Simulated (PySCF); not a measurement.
C₈H₇FO: full NMR table

```yaml
Formula: C8H7FO
SMILES: CC(=O)c1ccc(F)cc1
InChI: InChI=1S/C8H7FO/c1-6(10)7-2-4-8(9)5-3-7/h2-5H,1H3
Point_group_of_the_computed_structure: C1
Degrees_of_unsaturation: 5
Carbon_signals: 6
Proton_signals: 3
```

Molfile (atoms numbered from 1):
```
C8H7FO
     RDKit          3D

 17 17  0  0  0  0  0  0  0  0999 V2000
    2.6051   -0.7450   -0.1159 C   0  0  0  0  0  0  0  0  0  0  0  0
    1.7370    0.4042    0.3321 C   0  0  0  0  0  0  0  0  0  0  0  0
    2.2087    1.4026    0.8271 O   0  0  0  0  0  0  0  0  0  0  0  0
    0.2679    0.2618    0.1386 C   0  0  0  0  0  0  0  0  0  0  0  0
   -0.5433    1.3123    0.5729 C   0  0  0  0  0  0  0  0  0  0  0  0
   -1.9150    1.2582    0.4352 C   0  0  0  0  0  0  0  0  0  0  0  0
   -2.4741    0.1347   -0.1497 C   0  0  0  0  0  0  0  0  0  0  0  0
   -3.8105    0.0653   -0.2922 F   0  0  0  0  0  0  0  0  0  0  0  0
   -1.6983   -0.9234   -0.5923 C   0  0  0  0  0  0  0  0  0  0  0  0
   -0.3258   -0.8562   -0.4462 C   0  0  0  0  0  0  0  0  0  0  0  0
    2.4881   -0.9053   -1.1854 H   0  0  0  0  0  0  0  0  0  0  0  0
    2.3251   -1.6566    0.4076 H   0  0  0  0  0  0  0  0  0  0  0  0
    3.6444   -0.5106    0.1000 H   0  0  0  0  0  0  0  0  0  0  0  0
   -0.0672    2.1710    1.0219 H   0  0  0  0  0  0  0  0  0  0  0  0
   -2.5495    2.0630    0.7708 H   0  0  0  0  0  0  0  0  0  0  0  0
   -2.1734   -1.7811   -1.0420 H   0  0  0  0  0  0  0  0  0  0  0  0
    0.2739   -1.6828   -0.7924 H   0  0  0  0  0  0  0  0  0  0  0  0
  1  2  1  0
  2  3  2  0
  2  4  1  0
  4  5  1  0
  5  6  2  0
  6  7  1  0
  7  8  1  0
  7  9  2  0
  9 10  1  0
 10  4  2  0
  1 11  1  0
  1 12  1  0
  1 13  1  0
  5 14  1  0
  6 15  1  0
  9 16  1  0
 10 17  1  0
M  END
```

Level of theory: GFN2-xTB structure, GIAO PBE0/pcSseg-1 shieldings, in PySCF 2.14.0 with density-fitted response routines (fast rotation and ring inversion assumed for equivalent nuclei, in vacuum, one computed conformer, non-relativistic Hamiltonian).

Chemical shifts δ = σref − σ; ¹H and ¹³C vs TMS; CFCl3 for ¹⁹F; ¹⁷O against H2O, all at this level.

| carbon | δC, type | δH (multiplicity) | HMBC from (2–3 bonds) | span of the C tensor (ppm) |
| --- | --- | --- | --- | --- |
| C1 | 28.4, CH3 | 2.63 (s) | – | 45 |
| C2 | 198.3, C | – | H14/H17, H11/H12/H13 | 201 |
| C4 | 136.5, C | – | H14/H17, H15/H16, H11/H12/H13 | 201 |
| C5/C10 | 137.8, CH | 8.42 (m) | H14/H17, H15/H16 | 231 |
| C6/C9 | 121.1, CH | 7.41 (m) | H14/H17, H15/H16 | 188 |
| C7 | 176.3, C | – | H14/H17, H15/H16 | 163 |

Other nuclei:
```csv
atoms,nucleus,environment,δ (ppm),σ (ppm)
F8,¹⁹F,aryl fluorine,-105.8,276.7
O3,¹⁷O,ketone oxygen,642.9,-306.8
```

Carbon types of the structure: 3 × C, 4 × CH, 1 × CH3, which accounts for all hydrogens. δC 198.3: ketone carbonyl carbon; low-lying n→π* states of the double bond to the heteroatom give a large paramagnetic term (-256 ppm). δC 176.3: aromatic carbon bearing fluorine; σ withdrawal by the attached heteroatom moves it downfield of the ring CH carbons. δC 137.8, 121.1: aromatic CH. δC 136.5: substituted aromatic carbon. δC 28.4: methyl carbon α to a carbonyl; α to the electron-withdrawing carbonyl group.

Splittings by ¹⁹F in the carbon and heteronuclear signals aren't shown, as no couplings were computed. Shifts are as computed. Against solution values, carbons near 30 ppm lie about +3 ppm off and those near 130 ppm about +5 ppm. Of 1211 compounds with measured shifts, 218 miss one by over three times the rms of a fit or turn the order of signals round; such compounds aren't used in these exercises. Unscaled 19F shifts against computed CFCl3 carry errors that often reach 10 to 50 ppm. Unscaled 17O shifts of doubly bonded oxygen tend to come out too high, by tens of ppm or more. Experimental scales use liquid or dissolved standards, which lie at an offset from isolated H2O (liquid H2O: subtract about 36 ppm). No couplings were computed; multiplicities are counted from neighbouring protons, with m where these are inequivalent, close in shift, in a saturated or five-membered ring or joined by F or P, and br s for small geminal =CH2 splittings.
